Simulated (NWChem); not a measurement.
# Correlation energy of CF (+1)

```xyz
2

C      0.0000     0.0000     0.6921
F      0.0000     0.0000    -0.4614
```
Charge +1, spin multiplicity 1.

Everything below was run with NWChem. Structure: optimised with PBE0/def2-SVP, a minimum by its harmonic frequencies.

Basis set: 6-31G*. Each correlation energy counts from its own Hartree-Fock reference.

The correlated methods keep 2 core orbitals frozen. The Pople sets run with spherical d functions. The structure started from a generated list of species. Coupled-cluster values serve here as a point of comparison, not as the truth.

### Question
Order these methods by the correlation energy they give, lowest first: MP2, SCS-MP2, CCSD, CCSD+T(CCSD).

### Answer
CCSD+T(CCSD) (-281.8 mHa), CCSD (-270.4 mHa), MP2 (-256.1 mHa), SCS-MP2 (-249.8 mHa)
